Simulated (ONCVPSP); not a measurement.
# What the settings do to the ONCV potential of cerium (Ce)

Base potential:

| Quantity | Value |
| --- | --- |
| Element | cerium |
| Generator | ONCVPSP 4.0.1 |
| Type | optimised norm-conserving Vanderbilt (ONCV) |
| Functional | LDA (Perdew-Wang 92) |
| Relativity | scalar-relativistic |
| Frozen core | [Kr] 4d10 |
| Valence charge | 12 |
| Reference configuration | 4f1 5s2 5p6 5d1 6s2 |
| Partial waves | 5s+6s: rc 2.55 bohr, ncon 4, nbas 8, qcut 4.7 1/bohr, 2 projectors; 5p: rc 1.85 bohr, ncon 3, nbas 6, qcut 5.1 1/bohr, 2 projectors, debl 3.8 Ha; 5d: rc 3.55 bohr, ncon 4, nbas 9, qcut 5.3 1/bohr, 2 projectors, debl 1.5 Ha; 4f: rc 1.60 bohr, ncon 4, nbas 8, qcut 11.2 1/bohr, 2 projectors, debl 0.5 Ha |
| Local potential | polynomial inside 1.25 bohr (lpopt 4, dvloc0 0 Ha) |
| Core correction | Teter function, fcfact 5, rcfact 1.75 |

All-electron outer shells of the reference configuration (LDA (PZ), scalar-relativistic, ld1.x):

```tsv
shell	level (eV)	outermost node (bohr)	outermost maximum (bohr)
4d	-110.44	0.31	0.66
5s	-40.72	0.75	1.37
5p	-23.30	0.81	1.53
4f	-5.61	–	0.71
6s	-3.89	1.81	3.68
5d	-3.18	0.92	2.18
```

Cutoffs, loose and tight: the cutoffs (Ha) at which the residual kinetic energy of the hardest occupied pseudo-wave falls to 1 and 0.1 mHa per electron. They do not see the model core or the augmentation charge, which bear on the density cutoff. Test errors are all-electron minus pseudo excitation energies from the reference, over the configurations 4f1 5s2 5p6 5d1 6s1; 4f1 5s2 5p6 5d1 6s0; 4f1 5s2 5p6 5d0 6s0; 4f1 5s2 5p5 5d1 6s2. A dash means not determined; rows that change the core or the reference have their own tests.

A true bound ghost makes a file unfit for plane-wave use even where its test errors are small: the radial tests pick states by their node count and pass the ghost by.

| change | outcome | cutoff, loose | cutoff, tight | bound ghosts | GHOST(+) flags above zero | largest test error (meV) |
| --- | --- | --- | --- | --- | --- | --- |
| base | generated | 51 Ha | 56 Ha | none | s | -44 |
| s: qcut 6.7 | generated | 51 Ha | 56 Ha | none | s | -47 |
| s: ncon 5, nbas 9 | generated | 51 Ha | 56 Ha | none | s | -45 |
| reference 4f1 5s2 5p6 5d1 6s1.5 | generated | 51 Ha | 56 Ha | none | s | +232 |
| local potential polynomial inside 1.40 bohr (lpopt 5, dvloc0 6 Ha) | generated | 51 Ha | 56 Ha | none | none | -45 |
| s: rc 3.4 | generated | 51 Ha | 56 Ha | none | s | -37 |
| all radii but the core radius scaled by about 0.85 (s 2.18, p 1.58, d 3.04, f 1.36 bohr); local potential polynomial inside 1.06 bohr (lpopt 4, dvloc0 0 Ha) | generated | 58 Ha | 98 Ha | s | p | -43 |
| d: nproj 1 | generated | 51 Ha | 56 Ha | none | s | -40 |
| p: nbas 7 | generated | 51 Ha | 56 Ha | none | s | -44 |

Question: What comes out with this change to the base: core correction Teter function, fcfact 1.3, rcfact 1.75?

Answer: outcome: generated; cutoff, loose: 51 Ha; cutoff, tight: 56 Ha; bound ghosts: none; GHOST(+) flags above zero: s; largest test error (meV): -20.
